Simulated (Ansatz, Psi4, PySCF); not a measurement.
C₂HF₃N (SMILES [NH+]#CC(F)(F)F), charge +1, singlet, at a GFN2-xTB geometry. Base run: PBE0/6-31G* (PySCF).

Geometry (Å):
```xyz
7

C     -0.0036    -0.0039    -0.4370
C      0.0090     0.0097     1.0941
F      0.0035     1.2399    -0.8562
F      1.0682    -0.6403    -0.8482
F     -1.0924    -0.6221    -0.8307
N      0.0183     0.0198     2.2315
H      0.0266     0.0289     3.2528
```
Charge +1, spin multiplicity 1.
All else is at PySCF's defaults.

The same geometry, method and basis name were run in Ansatz (a program for electronic structure) and Psi4 and PySCF, at each program's defaults and at the settings that a row names. The base is PySCF at its defaults. Differences at the defaults can come from grids, fitting, cores and function types together.

| code and settings | ΔE vs base (mEh) | basis functions | E (Eh) | SCF cycles |
|---|---|---|---|---|
| PySCF, defaults (exact integrals, its default grid, spherical functions) | 0.000 | 86 | -430.28941 | 10 |
| Psi4, defaults (density fitting with its default set, its default grid, Cartesian functions) | (withheld) | 92 | (withheld) | 8 |
| Ansatz, defaults (factorised integrals, its default grid, Cartesian functions) | -4.100 | 92 | -430.29351 | - |
| PySCF, density fitting with def2-universal-jkfit | -0.030 | 86 | -430.28944 | 10 |
| PySCF, fine grid | -0.006 | 86 | -430.28942 | 10 |
| Psi4, exact integrals, spherical functions, fine grid | -0.006 | 86 | -430.28942 | 11 |
| Ansatz, high accuracy, Cartesian functions as the basis file defines them | -4.118 | 92 | -430.29353 | - |

### Question
Fill in the missing entries.

### Answer

- Psi4, defaults (density fitting with its default set, its default grid, Cartesian functions), ΔE vs base (mEh): -4.033
- Psi4, defaults (density fitting with its default set, its default grid, Cartesian functions), E (Eh): -430.29345
